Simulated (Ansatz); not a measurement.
Ideal-gas functions of `F/C=C(/F)I` at 500 K and 1 bar, from an Ansatz frequency run at PBE0-D4/def2-TZVP.

Molar mass 189.93 g/mol, point group Cs (symmetry number 1), electronic degeneracy 1, moments of inertia 118.217, 283.786, 402.003 u Å². Harmonic wavenumbers (cm⁻¹, unscaled): 148, 300, 323, 428, 537, 589, 828, 1172, 1223, 1300, 1759, 3225.

Use S(trans) = R[1.5 ln M + 2.5 ln T − 1.1517]; rotational temperatures θ = 24.2544 K / I; S(rot) = R[ln(√π/σ · √(T³/θAθBθC)) + 1.5]; for each mode x = 1.438777 ν̃/T, S = R[x/(eˣ − 1) − ln(1 − e⁻ˣ)] and H = RT x/(eˣ − 1); 1 cm⁻¹ = 0.0119627 kJ/mol; R = 8.31446 J/(mol·K).

Task: By hand: the entropy, in J/(mol·K).

Result: Translation 185.0. Rotation: θ = 0.2052, 0.0855, 0.0603 K, giving 123.2. Vibration, mode by mode: 15.47, 9.79, 9.22, 7.09, 5.48, 4.86, 2.82, 1.29, 1.14, 0.96, 0.32, 0.01, in all 58.4. Electronic 0.0. Sum 366.6 J/(mol·K).

Task: By hand: H − E and G − E in kJ/mol, counted from the electronic energy.

Result: Zero-point energy ½ × 11832 × 0.0119627 = 70.8; thermal vibration 16.4; translation, rotation and pV give 4 RT = 16.6. H − E = 103.8 kJ/mol, and G − E = 103.8 − 500 × 366.6/1000 = -79.5 kJ/mol.

Vibration gives 16 % of the entropy, 15.5 J/(mol·K) of it from the mode under 150 cm⁻¹: soft modes count most, and the harmonic formula is weakest for them.
